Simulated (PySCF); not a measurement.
**Dipole response of Ar²⁺ (argon, charge +2)**

[Ne] 3s2 3p4, high-spin 3P determinant. All numbers are calculated (PySCF 2.14, no relativity, point nucleus, in def2-TZVPPD). Coupled (time-dependent) response in atomic units; α is the mean over directions.

```tsv
method	mean α (bohr³)	α xx, yy, zz	C₆ (like pair)	S(−4)
UHF	4.770	4.827, 4.657, 4.827	16.72	5.577
PBE	4.811	4.835, 4.763, 4.835	16.90	5.658
PBE0	4.776	4.810, 4.708, 4.810	16.75	5.557
M06	4.756	4.794, 4.680, 4.794	16.43	5.676
r2SCANh	4.767	4.814, 4.673, 4.814	17.06	5.383
```

S(−4) is the Cauchy moment in α(ω) = α(0) + S(−4) ω² + …

α(iu) at M06:

| u (hartree) | α(iu) (bohr³) |
| --- | --- |
| 0 | 4.756 |
| 0.0500 | 4.742 |
| 0.100 | 4.700 |
| 0.200 | 4.541 |
| 0.300 | 4.303 |
| 0.500 | 3.698 |
| 0.750 | 2.924 |
| 1.00 | 2.279 |
| 1.50 | 1.424 |
| 2.00 | 0.9518 |
| 3.00 | 0.5085 |
| 5.00 | 0.2237 |

A single London oscillator, α(iu) = α/(1 + u²/ω²), gives C₆ = (3/4) ω α². Matching the computed C₆ needs ω = 4 × 16.43 / (3 × 4.756²) = 0.968 hartree.

For an ion, C₆ is the dispersion term alone; charge-induced terms of lower order in 1/R come first.

The components differ because the open shell of this determinant is not spherical; for a pure term their mean is the scalar polarisability.
